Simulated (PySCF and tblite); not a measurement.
The numbers below are computed, except where a source is named.
C8H11ClO, numbered as in [CH3:1][O:2][C@@H:3]1[C@H:4]2[CH:5]=[C:6]([Cl:7])[C@@H:8]1[CH2:9][CH2:10]2: conformational analysis

Conformers came from 60 starts (ETKDG and KDG, MMFF94s, GFN2-xTB); geometries are GFN2-xTB. Free energies are PBE0-D3(BJ)/def2-SVP (IEF-PCM, cyclohexane) single points with GFN2-xTB rigid-rotor and vibrational terms (modes under about 100 cm⁻¹ blended into free rotors). Symmetry numbers and mirror images are counted. Conformers within 1.5 kcal/mol (GFN2-xTB free energy) were kept, 4 at most. GIAO shieldings: KT2/pcSseg-1 (IEF-PCM, cyclohexane). Shifts are against TMS (¹H), TMS (¹³C) at the same level; of two unlike H on one atom, a is the less shielded. Run with PySCF (density fitting) and tblite.

Torsions listed: C1–O2–C3–C4. The 5-ring runs over atoms 3–4–5–6–8. The 5-ring runs over atoms 3–4–10–9–8.

```
conformer                                                                                                              shape  symmetry  E(GFN2) kcal/mol  E(DFT) kcal/mol  G(298.15 K) kcal/mol  weight %  dipole D
        1  5-ring envelope (ring torsions 34, 0, -34, 51, -52°); 5-ring envelope (ring torsions -37, 0, 36, -58, 58°); -175°        C1              0.00             0.00                  0.00      56.8      1.39
        2   5-ring envelope (ring torsions 34, 0, -34, 51, -52°); 5-ring envelope (ring torsions -37, 0, 36, -58, 58°); -79°        C1              0.15             0.15                  0.16      43.2      2.33
```

Weights (%) against temperature:

```tsv
T (K)	1	2	S(mix) cal/mol/K
150	63.0	37.0	1.31
180	61.0	39.0	1.33
250	58.1	41.9	1.35
298.15	56.8	43.2	1.36
450	54.6	45.4	1.37
```

Averaged shifts at 298.15 K. ¹H: 5.85 (H5, 1H), 3.56 (H1, 3H), 3.23 (H3, 1H), 2.84 (H4, 1H), 2.64 (H8, 1H), 2.00 (H10a, 1H), 1.90 (H9a, 1H), 1.16 (H9b, 1H), 1.10 (H10b, 1H) ppm. ¹³C: 139.4 (C6), 127.4 (C5), 95.4 (C3), 59.0 (C1), 54.9 (C8), 49.2 (C4), 25.8 (C10), 24.1 (C9) ppm.

Coordinates of conformer 1 (Å):

```xyz
21

C     2.751   -0.140   -0.290
O     1.599   -0.552    0.402
C     0.577    0.402    0.422
C    -0.616   -0.044    1.286
C    -1.605    1.043    0.960
C    -1.399    1.371   -0.312
Cl   -2.262    2.494   -1.272
C    -0.286    0.521   -0.859
C    -0.847   -0.915   -0.956
C    -1.071   -1.304    0.515
H     3.489   -0.929   -0.156
H     2.556   -0.005   -1.360
H     3.143    0.800    0.118
H     0.973    1.381    0.733
H    -0.417   -0.208    2.340
H    -2.359    1.410    1.629
H     0.190    0.890   -1.763
H    -1.762   -0.943   -1.544
H    -0.108   -1.565   -1.423
H    -0.445   -2.147    0.798
H    -2.111   -1.544    0.732
```

Shifts are unscaled: against experiment ¹³C can be off by 15 ppm or more and ¹H by 0.8 ppm.

Search and properties took 110 s on 1 thread of AMD EPYC 7B13, on a host shared with other jobs (rough), launched as `OMP_NUM_THREADS=1 python ens_run.py task.json out`.
